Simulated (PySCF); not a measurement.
Computed IR spectrum (relative IR intensity) of a molecule C4H7FSi. Geometry optimised at PBE0-D3(BJ)/def2-SVP. The values are those of a single conformer. Computed with PBE0-D3(BJ)/def2-SVP in PySCF. Frequencies are harmonic and unscaled.

| ν (cm⁻¹) | relative intensity |
|---|---|
| 238 | 3.4 |
| 293 | 5.1 |
| 349 | 4.6 |
| 471 | 17 |
| 627 | 2.6 |
| 672 | 26 |
| 684 | 2.5 |
| 704 | 18 |
| 758 | 4.3 |
| 796 | 30 |
| 844 | 8.0 |
| 897 | 100 |
| 943 | 99 |
| 1145 | 3.8 |
| 1187 | 15 |
| 1269 | 23 |
| 1399 | 4.5 |
| 1422 | 2.1 |
| 1426 | 3.2 |
| 2241 | 34 |
| 2245 | 58 |
| 3053 | 3.1 |
| 3491 | 41 |

Problem. Which molecule gave these data?
(A) CC([SiH3])=C=CF
(B) C#CC[Si@@H](C)F
(C) C#CCC[SiH2]F
(D) C[C@H]1C=C(F)[SiH2]1

Solution. B, C#CC[Si@@H](C)F
